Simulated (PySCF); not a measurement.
**`c1cc2nn[se]c2cn1`, C$_{5}$H$_{3}$N$_{3}$Se**

Molfile (atoms numbered from 1):
```
C5H3N3Se
     RDKit          3D

 12 13  0  0  0  0  0  0  0  0999 V2000
   -1.3703   -1.0685    0.3751 C   0  0  0  0  0  0  0  0  0  0  0  0
   -0.0629   -1.3841    0.0735 C   0  0  0  0  0  0  0  0  0  0  0  0
    0.8012   -0.3182   -0.1812 C   0  0  0  0  0  0  0  0  0  0  0  0
    2.1178   -0.3948   -0.4934 N   0  0  0  0  0  0  0  0  0  0  0  0
    2.7245    0.6578   -0.6850 N   0  0  0  0  0  0  0  0  0  0  0  0
    1.6826    2.1911   -0.5035 Se  0  0  0  0  0  2  0  0  0  0  0  0
    0.2962    1.0118   -0.1189 C   0  0  0  0  0  0  0  0  0  0  0  0
   -1.0501    1.1911    0.1972 C   0  0  0  0  0  0  0  0  0  0  0  0
   -1.8441    0.1761    0.4339 N   0  0  0  0  0  0  0  0  0  0  0  0
   -2.0976   -1.8400    0.5852 H   0  0  0  0  0  0  0  0  0  0  0  0
    0.2955   -2.3994    0.0318 H   0  0  0  0  0  0  0  0  0  0  0  0
   -1.4917    2.1765    0.2593 H   0  0  0  0  0  0  0  0  0  0  0  0
  1  2  1  0
  2  3  2  0
  3  4  1  0
  4  5  2  0
  5  6  1  0
  6  7  1  0
  7  8  2  0
  8  9  1  0
  9  1  2  0
  7  3  1  0
  1 10  1  0
  2 11  1  0
  8 12  1  0
M  END
```

Method: quadratic response BHandHLYP/def2-SVPD first hyperpolarisability, Taylor convention, gas phase (PySCF 2.14.0). Geometry: GFN2-xTB.

The calculation is non-relativistic, which matters for the atoms heavier than Zn.

Task: Give β for the processes computed.

Result: In au, Taylor convention; the vector part is βᵢ = ⅓ Σⱼ (βᵢⱼⱼ + βⱼᵢⱼ + βⱼⱼᵢ); β∥ is 3/5 of the vector part along the dipole, the dipole points from − to +:
| process | λ (nm) | β vector norm | β∥ | β HRS | depolarisation ratio |
| --- | --- | --- | --- | --- | --- |
| static β(0;0,0) | ∞ | 292.5 | -59.2 | 108.1 | 8.35 |
| second harmonic β(−2ω;ω,ω) | 1550 | 314.5 | -61.3 | 116.3 | 8.24 |
| Pockels β(−ω;ω,0) | 1550 | 299.5 | -59.9 | – | – |
| second harmonic β(−2ω;ω,ω) | 1064 | 342.6 | -62.9 | 126.9 | 8.11 |
| Pockels β(−ω;ω,0) | 1064 | 307.8 | -60.7 | – | – |
| Pockels β(−ω;ω,0) | 694.3 | 330.6 | -62.4 | – | – |

Second harmonics within 0.3 eV of the first excitation or beyond it are left out.

Task: Which lowest excitations, dipole and polarisabilities go with it?

Result: S1 3.52 eV (f = 0.001); S2 4.30 eV (f = 0.050); S3 4.69 eV (f = 0.001); dipole 1.19 D; isotropic α 99.1 au static, 99.7 au at 1550 nm, 100.5 au at 1064 nm, 101.8 au at 775 nm, 102.6 au at 694.3 nm, 105.4 au at 532 nm.
